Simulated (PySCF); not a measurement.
Si(F)(SiH3) (FH3Si2), SMILES [Si]([SiH3])F (connectivity only; charge and spin as stated), neutral, multiplicity 1. Geometry optimised at B3LYP-D3(BJ)/def2-TZVP.

TDA-PBE0/def2-SVPD (PySCF) puts the lowest singlet excitations at 2.10, 4.80, 5.61, 5.79, 5.99, 6.27 eV.

Problem. What are the lowest excitation roots from PySCF 2.14.0 with ADC(2)/aug-cc-pVDZ? (Estimate from the structure and the level; the computed values follow.)

Solution. 2.06, 4.76, 5.69, 6.03, 6.56, 6.60 eV. S1 differs by -0.04 eV (second minus first; roots are paired by order, and the bases may differ).
